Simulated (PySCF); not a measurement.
Cl2Hg (SMILES [Cl][Hg][Cl]), singlet, geometry from GFN2-xTB (such geometries of metal compounds can be far from the true shape) (core potentials on Hg). Base run: M062X/def2-SVP run with PySCF.

Here is a job for PySCF.
```python
from pyscf import gto, scf, dft

mol = gto.Mole()
mol.atom = '''
    Hg    0.000000    0.000000    0.000000
    Cl    0.000000    0.000000    2.301269
    Cl   -0.000000   -0.000000   -2.301269
'''
mol.basis = 'def2-svp'
mol.ecp = {'Hg': 'def2-svp'}
mol.charge = 0
mol.spin = 0
mol.verbose = 4
mol.build()

mf = dft.RKS(mol)
mf.xc = 'm062x'
mf.kernel()
```

Variants of this job, named by their change:

```tsv
change	ΔE vs base (mEh)	SCF cycles	outcome
base	0.000	9	converged
conv_tol = 1e-11	0.000	10	converged
init_guess = huckel	0.000	9	converged
damp = 0.5; diis_start_cycle = 5	0.000	11	converged
conv_tol_grad = 1e-7	0.000	11	converged
diis_space = 12	0.000	9	converged
conv_tol_grad = 1e-3	0.000	9	converged
init_guess = sap	0.000	22	converged
diis = off; damp = 0.6 (with mf.diis_start_cycle = 200; with mf.max_cycle = 150)	0.000	26	converged
solver = newton; init_guess = 1e	419.1	-	another SCF solution
conv_tol = 1e-12	0.000	11	converged
diis_space = 20	0.000	9	converged
init_guess = atom	0.000	9	converged
```

A guess, shift, damping, solver or small numerical setting can't move a converged solution much, so rows marked as another SCF solution ended in a different state.
